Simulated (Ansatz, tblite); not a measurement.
Isomers of Be3Te2⁺ (doublet), found by a short tight-binding search and relaxed with PBE-D4/def2-SVP in Ansatz.

In the def2 sets Te takes a core potential; there is no spin–orbit coupling. The xTB rows come from tblite. B3LYP takes the VWN-RPA correlation. Correlated methods freeze 8 core orbitals; core or outer-core shells of Te are correlated, in sets that lack core-valence functions. In CCSD on the charge 1 doublet the largest single amplitude is 0.28, so its Hartree–Fock determinant may place the open shell otherwise than the density functionals do.

Run but left out: MP2/def2-SVP (A: ⟨S²⟩ 0.94, where a pure state has 0.75).

A: At CCSD(T)/def2-SVP the charge 1 doublet is spin-contaminated (final ⟨S²⟩ up to 0.94, 0.75 for a pure state).

Other spin states were run for one of them alone.

A:

```xyz
5

Be   -1.151   -0.730   -0.783
Be    0.730   -0.234    0.540
Be   -0.663    1.311   -0.558
Te    0.378   -2.343   -0.317
Te    0.706    1.996    1.118
```

B:

```xyz
5

Be   -0.716    1.101   -0.254
Be    0.152   -0.423    1.260
Be    0.564   -0.678   -1.006
Te    1.608    1.085    0.170
Te   -1.607   -1.085   -0.170
```

C:

```xyz
5

Be   -0.254    1.098   -0.257
Be    1.811    0.993    0.180
Be    0.747   -0.829    0.303
Te   -0.876   -0.888   -1.491
Te   -1.427   -0.374    1.264
```

Task: Estimate which lies lowest at each level, and how far above it the others are (kcal/mol).

Result: 
```csv
level,A,B,C
GFN1-xTB,11.8,0.0,17.9
GFN2-xTB,0.1,24.5,0.0
HF/def2-SVP,0.0,6.0,38.5
PBE-D4/def2-TZVP,11.3,0.0,39.8
revPBE-D4/def2-TZVP,10.6,0.0,38.9
r2SCAN-D4/def2-TZVP,11.3,0.0,41.3
B3LYP-D4/def2-TZVP,4.9,0.0,38.2
PBE0-D4/def2-TZVP,11.7,0.0,39.4
CCSD/def2-SVP,3.6,0.0,37.3
CCSD(T)/def2-SVP,4.6,0.0,38.1
```
Point groups (tolerance 0.1 Å): A C2, B D3h, C C2v. Lower isomers may exist.
